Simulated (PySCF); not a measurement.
**C₆ coefficients of unlike pairs at UHF**

Calculated with PySCF 2.14 from the dipole response of each species, C₆(A,B) = (3/π) ∫ α_A(iu) α_B(iu) du, in atomic units, from isotropic polarisabilities. For ions this is the dispersion term alone; charge-induced terms of lower order in 1/R come first.

```json
{"species": "Ir", "configuration": "[Xe] 4f14 5d7 6s2 (4F)", "basis": "aug-cc-pwCVTZ-PP with ECP60MDF (8s8p7d4f3g)", "relativity": "core potential", "α (bohr³)": "64.32", "C₆ (like pair)": "711.3"}
{"species": "As", "configuration": "[Ar] 3d10 4s2 4p3 (4S)", "basis": "aug-cc-pwCVTZ-PP with ECP10MDF (8s7p6d4f1g)", "relativity": "core potential", "α (bohr³)": "30.31", "C₆ (like pair)": "258.6"}
{"species": "Sn³⁺", "configuration": "[Kr] 4d10 5s1 (2S)", "basis": "aug-cc-pwCVDZ-PP with ECP28MDF (6s5p4d1f)", "relativity": "core potential", "α (bohr³)": "11.02", "C₆ (like pair)": "40.10"}
{"species": "Al", "configuration": "[Ne] 3s2 3p1 (2P)", "basis": "x2c-TZVPPall with one added diffuse shell each of s, p, d type (6s6p4d1f)", "relativity": "spin-free X2C", "α (bohr³)": "61.38", "C₆ (like pair)": "557.0"}
```

Question: Estimate C₆ for Al with Sn³⁺.

Answer: The integral gives 135.2. The combination rule 2 C_A C_B / (C_A α_B/α_A + C_B α_A/α_B) gives 138.1 and the geometric mean 149.4.

No spin-orbit coupling is included.

The other pairs:

```csv
pair,C₆
"As, Ir",422.1
"Sn³⁺, As",99.52
"Al, As",362.1
"Al, Ir",621.2
"Sn³⁺, Ir",161.8
```
